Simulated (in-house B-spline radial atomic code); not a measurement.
**RPA and G0W0 on SCAN: Mg IX (Mg8+)**

Configuration [He] 2s2, mean-field start SCAN. Computed with a B-spline radial code for spherical atoms: all electrons, non-relativistic, point nucleus, each spin shell either full or empty, empty states to l = 9 with an (l + 1/2)⁻⁴ tail; G0W0 by contour deformation at full frequency.

Command:
```bash
python run_gw.py task.json out
```
Settings (radii: box in bohr, nucleus in fm):
```
Z                        12
electrons                4
configuration            [He] 2s2
hamiltonian              nr
method                   scan,scan
lmax                     9
spin_polarised           False
box_radius               7.7
intervals                45
ion_configuration        [He] 2s1
```

Time taken, with all properties: 1.5 s on 1 thread of Arm Neoverse N1, on a shared host.

Energies (hartree):

```tsv
term	value
mean-field total	-162.03711
Hartree-Fock functional on these orbitals	-161.96493
direct second order	-0.47055
second-order exchange	0.23177
SOSEX correction	0.16562
```

What is the RPA correlation energy, and what remains with SOSEX?

RPA gives -0.337 hartree (-2.29 eV per electron); RPA + SOSEX gives -0.17138, and the second-order doubles -0.23879 hartree (no singles). SOSEX takes back 49 % of the RPA value.

Quasi-particle levels (eV):

| level | occupied | mean field | Σx - vxc | Σc | QP weight | G0W0 |
| --- | --- | --- | --- | --- | --- | --- |
| 2s | yes | -309.94 | -13.67 | ? | ? | ? |
| 1s | yes | -1578.44 | -67.61 | 5.62 | 0.970 | -1640.43 |
| 2p | no | -284.44 | 19.54 | -1.38 | 0.978 | -266.28 |

G0W0 = mean field + (Σx - vxc) + Σc, with Σc (partial-wave tail included) taken at the quasi-particle energy.

Where does G0W0 put 2s?

At -327.54 eV, with Σc = -3.94 eV and a quasi-particle weight of 0.955. The tabulated removal energy is 327.99 ± 0.04 eV (NIST, semi-empirical); the calculation leaves out relativity, Breit and QED terms, and what these don't explain is the method's own error.
